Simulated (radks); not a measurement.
Results of a calculation; reference values are marked as such.
Problem. These are the eigenvalues of the occupied orbitals of an atom or ion with whole-number occupations (eV). Code: a radial shooting solver on a logarithmic mesh with Libxc functionals. Model: scalar-relativistic Kohn-Sham, PBE, spin-polarised, spherical densities, finite nucleus; Fermi nuclear charge, rms radius of each element as measured or else 0.836 A^(1/3) + 0.57 fm.

orbital  eigenvalue
1s up     -663.6176
1s down   -662.9088
2s up      -30.6717
2s down    -28.9661
2p up      -11.8538
2p down    -10.2253

Which element is it, and in what charge state? The configuration may be excited. Open shells, if any, are filled with parallel spins first.

Solution. Z = 9, fluorine, charge 0: F in [He] 2s2 2p5. The list shows which subshells hold electrons but not how many an open one holds; the 1s level, -24.387 hartree, gives Z - s = 7.0 by -(Z - s)^2/2, which with screening and relativity narrows Z to a few neighbours, and the depths of the outer levels then fix element, charge and occupations together.
